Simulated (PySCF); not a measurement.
Computed IR spectrum (relative IR intensity) of a molecule C4H2BrF. Coordinates come from a PBE-D3(BJ)/def2-SVP optimisation. Other conformers were not sampled. These are PySCF with PBE-D3(BJ)/def2-SVP values and carry that method's errors. Frequencies are harmonic and unscaled.

Lines under 2 % of the strongest are left out, and lines within 2 cm⁻¹ are merged.

ν (cm⁻¹): 409 (w), 418 (vw), 596 (m), 664 (m), 780 (w), 802 (s), 1003 (m), 1076 (s), 1296 (s), 1642 (vs), 2148 (vw), 3123 (w), 3408 (vs) (against the strongest line: vs over 80 %, s over 45 %, m over 15 %, w over 4 %, vw less)

Task: Which structure fits?
(A) C#C/C(Br)=C\F
(B) C#C/C(F)=C\Br
(C) C#C/C=C(\F)Br

Result: C, C#C/C=C(\F)Br
